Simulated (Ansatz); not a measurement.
System: C4H10Be, charge 0, multiplicity 1. SMILES: C[CH2][Be][CH2]C
Structure (B3LYP-D3(BJ)/def2-TZVP (Ansatz, a program for electronic structure) minimum search):
```
Be
C 1 1.6870
H 2 1.0983 1 108.75
H 2 1.0983 3 104.55 1 116.02
C 2 1.5425 3 109.16 4 116.69
H 5 1.0928 2 111.62 3 63.36
H 5 1.0928 6 106.90 2 -122.32
H 5 1.0935 6 107.09 7 -114.49
C 1 1.6870 3 152.99 2 180.00
H 9 1.0983 1 108.75 3 -180.00
H 9 1.0983 10 104.55 1 -116.02
C 9 1.5425 10 109.16 11 -116.69
H 12 1.0928 9 111.62 10 -63.36
H 12 1.0928 13 106.90 9 122.32
H 12 1.0935 13 107.09 14 114.49
```

Property: atomisation energy (electronic, to ground-state atoms), in eV. Correlated levels leave the core frozen unless marked. Open shells are spin-unrestricted. No spin-orbit coupling. No relativistic terms. The coupled-cluster limit lacks core correlation, which all-electron functionals hold. CBS(X,Y): correlation extrapolated as X^-3; Hartree-Fock from the larger set.

```
level                                        program  atomisation energy (eV)
------------------------------------  --------------  -----------------------
revPBE/def2-TZVPD                             Ansatz                    57.19
PBE0-D4/def2-TZVP                     Ansatz + dftd4                    58.56
BHLYP/def2-TZVPD                              Ansatz               (withheld)
CAM-B3LYP-D4/def2-TZVPD               Ansatz + dftd4                    58.61
CAM-B3LYP/def2-TZVPD                          Ansatz                    58.43
B2PLYP-D4/def2-TZVPD                  Ansatz + dftd4               (withheld)
PBE-QIDH/def2-TZVPD                           Ansatz                    57.90
RPA@PBE/def2-TZVPP                            Ansatz                    54.53
SCS-MP2/def2-SVP                              Ansatz                    55.85
SCS-MP2/def2-TZVPPD                           Ansatz                    57.35
CCSD/STO-3G                                   Ansatz                    61.28
CCSD/def2-SVP                                 Ansatz                    55.10
CCSD(T)/CBS(def2-TZVPPD,def2-QZVPPD)          Ansatz               (withheld)
```

Question: Complete the blanks.

Answer: 
- BHLYP/def2-TZVPD, atomisation energy (eV): 57.04
- B2PLYP-D4/def2-TZVPD, atomisation energy (eV): 57.72
- CCSD(T)/CBS(def2-TZVPPD,def2-QZVPPD), atomisation energy (eV): 58.02
